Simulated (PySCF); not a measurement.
**TDDFT excited states: C3H11NSi**

C3H11NSi.
Bonds: C1–Si2, Si2–N3, N3–C4, N3–C5. Hydrogens: H6, H7, H8 on C1; H9, H10 on Si2; H11, H12, H13 on C4; H14, H15, H16 on C5.

Method: TDDFT CAM-B3LYP/def2-SVPD, vertical, gas phase, core orbitals frozen in the response (PySCF). One conformer (not necessarily the lowest) at the GFN2-xTB geometry, without solvent, vibrations or thermal averaging. Torsions of this conformer, `[CH3:1][SiH2:2][N:3]([CH3:4])[CH3:5]`: C1–Si2–N3–C4 -41°.

Question: What does the calculation give for the low-lying excited states?

Answer: 

```json
{"state": "S1", "E (eV)": "5.85", "λ (nm)": "211.9", "ν̃ (cm⁻¹)": "47200", "f": "0.017", "|μ| (D)": "0.88", "main configurations (H = HOMO, L = LUMO)": "H→L (65%), H→L+1 (26%)"}
{"state": "S2", "E (eV)": "6.30", "λ (nm)": "196.7", "ν̃ (cm⁻¹)": "50830", "f": "0.018", "|μ| (D)": "0.87", "main configurations (H = HOMO, L = LUMO)": "H→L+1 (63%), H→L (24%)"}
{"state": "S3", "E (eV)": "6.83", "λ (nm)": "181.5", "ν̃ (cm⁻¹)": "55110", "f": "0.027", "|μ| (D)": "1.02", "main configurations (H = HOMO, L = LUMO)": "H→L+3 (87%)"}
{"state": "S4", "E (eV)": "7.09", "λ (nm)": "174.9", "ν̃ (cm⁻¹)": "57170", "f": "0.013", "|μ| (D)": "0.69", "main configurations (H = HOMO, L = LUMO)": "H→L+2 (88%)"}
{"state": "S5", "E (eV)": "7.47", "λ (nm)": "166.1", "ν̃ (cm⁻¹)": "60210", "f": "0.029", "|μ| (D)": "1.02", "main configurations (H = HOMO, L = LUMO)": "H→L+4 (73%), H→L+5 (17%)"}
{"state": "S6", "E (eV)": "7.66", "λ (nm)": "161.9", "ν̃ (cm⁻¹)": "61780", "f": "0.028", "|μ| (D)": "0.97", "main configurations (H = HOMO, L = LUMO)": "H→L+5 (61%), H→L+6 (12%)"}
{"state": "S7", "E (eV)": "7.76", "λ (nm)": "159.7", "ν̃ (cm⁻¹)": "62620", "f": "0.034", "|μ| (D)": "1.07", "main configurations (H = HOMO, L = LUMO)": "H→L+6 (57%), H→L+7 (20%), H→L+8 (8%)"}
{"state": "S8", "E (eV)": "7.96", "λ (nm)": "155.7", "ν̃ (cm⁻¹)": "64230", "f": "0.051", "|μ| (D)": "1.30", "main configurations (H = HOMO, L = LUMO)": "H→L+8 (67%), H→L+6 (13%)"}
```

Triplets, Tamm–Dancoff:

```
state  E (eV)  λ (nm)  main configurations (H = HOMO, L = LUMO)
   T1    5.70   217.4                    H→L (53%), H→L+1 (32%)
   T2    6.11   203.0       H→L+1 (44%), H→L (36%), H→L+5 (12%)
   T3    6.59   188.2                  H→L+3 (72%), H→L+1 (10%)
```

The lowest singlet lies at 5.85 eV (212 nm, ultraviolet) and is weak; its leading configuration is HOMO→LUMO (65%). The strongest level in the table is S8 at 7.96 eV (156 nm, f = 0.051). It is the last of those listed, so stronger ones may follow. Löwdin shares by element: HOMO nitrogen 55%, carbon 17% or more, silicon 8% (atoms not listed hold the other 21%); LUMO carbon 32%, silicon 25% (atoms not listed hold the other 44%). Of the 8 states listed, 8 reach f = 0.01 and none stays under 0.0005. The listed states span 2.11 eV, and the widest gap between neighbours is 0.53 eV (S2 to S3). Weighted by f, the mean energy of these states is 7.33 eV. Only the lowest 8 singlets were computed, as vertical energies without vibronic structure.

The run took 22 s wall on an Arm Neoverse V2 with one thread, no GPU, shared host.
